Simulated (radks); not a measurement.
Valence configurations of the boron ion B2+ (all share [He]). Calculated with a radial shooting solver on a logarithmic mesh with Libxc functionals: non-relativistic Kohn-Sham, r2SCAN, spin-polarised, spherical densities, point nucleus; open shells are filled with parallel spins first; meta-GGA in the generalised Kohn-Sham scheme. Energies are relative to 2s1; eigenvalues in eV for spin up.

| valence | E (eV) | moment (Bohr magnetons) | e(2p) | e(2s) |
|---|---|---|---|---|
| 2s1 | 0.000 | 1 | - | -32.909 |
| 2s0.5 2p0.5 | 3.449 | 1 | -25.881 | -32.746 |
| 2p1 | 6.805 | 1 | -25.717 | - |

NIST lists [He] 2s1 as the ground configuration; this level of theory agrees among the configurations tried. The energies are those of spherical high-spin densities, not of single terms.
